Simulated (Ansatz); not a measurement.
Consider the isomerisation: `NC1(F)O[SiH2]O1` → `O[Si@@H]1N[C@H](F)O1`.

Computed with Ansatz on PBE0-D4/def2-TZVP structures; ΔE is electronic, products minus reactants. CCSD(T)/CBS is the MP2 limit (def2-TZVPP, def2-QZVPP) plus CCSD(T) − MP2 in def2-TZVPP, frozen cores. Functionals use def2-TZVPP. B3LYP here is the variant with VWN-RPA as its local correlation; programs differ in this. One conformer a species, not always the lowest.

| level | ΔE (kJ/mol) | difference from CCSD(T)/CBS |
| --- | --- | --- |
| PBE-D4 | -111.3 | 8.2 |
| r2SCAN-D4 | -111.9 | 7.6 |
| B3LYP-D4 | -116.4 | 3.1 |
| ωB97X-V | -109.6 | 9.9 |
| ωB97M-V | -114.1 | 5.4 |
| B2PLYP | -118.3 | 1.2 |
| PBE | -111.6 | 7.9 |
| r2SCAN | -111.9 | 7.6 |
| B3LYP | -116.9 | 2.6 |
| HF/def2-TZVPP | -111.2 | 8.3 |
| CCSD/def2-TZVPP | -115.8 | 3.7 |
| CCSD(T)/def2-TZVPP | -114.6 | 4.9 |
| SCS-MP2/def2-QZVPP | -121.1 | -1.6 |
| HF/CBS(def2) | -112.4 | 7.1 |
| MP2/CBS(def2) | -126.2 | -6.7 |
| CCSD/CBS(def2) | -120.7 | -1.2 |
| CCSD(T)/CBS | -119.5 | 0 |

Largest T1 diagnostic among the species: 0.012.

In def2-TZVPP, CCSD(T) changes the Hartree–Fock value by −3.4 kJ/mol (the triples alone add +1.2 kJ/mol) and MP2 by −10.1 kJ/mol.
